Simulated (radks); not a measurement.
Values are calculated unless marked as measured or tabulated.
V I, 23 electrons, occupied as [Ar] 3d1.75 4s2 4p1.25 (fractional occupations, a model configuration).

Code: a radial shooting solver on a logarithmic mesh with Libxc functionals. Model: scalar-relativistic Kohn-Sham, PBE, spin-unpolarised, spherical densities, finite nucleus; Fermi nuclear charge, rms radius 3.6002 fm.

Energy parts (hartree):
part                       energy
total                  -948.71130
kinetic                 957.52627
electron-nucleus      -2251.64426
Hartree                 390.18664
exchange-correlation    -44.77995

Orbitals (lengths in bohr, moments of r in powers of bohr; <r^-3> diverges for s and p1/2; r(max) is where P^2 peaks):
| orbital | occ. | eigenvalue (hartree) | <r^-3> | <r^2> | <1/r> | r(max) |
|---|---|---|---|---|---|---|
| 1s | 2 | -197.4685 | - | 0.005937 | 22.84 | 0.04349 |
| 2s | 2 | -22.50890 | - | 0.1123 | 4.798 | 0.2556 |
| 2p | 6 | -18.84940 | 310.4 | 0.09260 | 4.699 | 0.2082 |
| 3s | 2 | -2.89086 | - | 1.010 | 1.504 | 0.8155 |
| 3p | 6 | -1.91699 | 38.14 | 1.163 | 1.378 | 0.8380 |
| 3d | 1.75 | -0.44571 | 3.102 | 1.954 | 1.063 | 0.8545 |
| 4s | 2 | -0.25746 | - | 10.24 | 0.4376 | 2.536 |
| 4p | 1.25 | -0.10532 | 2.334 | 17.52 | 0.3357 | 3.127 |

The highest occupied level is 4p at -2.866 eV. The electron density at the nucleus is 9954 e/bohr^3 (large components only). Summed over all electrons, <r^2> = 55.58 bohr^2, which gives a Langevin (diamagnetic) susceptibility term of -44 x 10^-6 cm^3/mol.
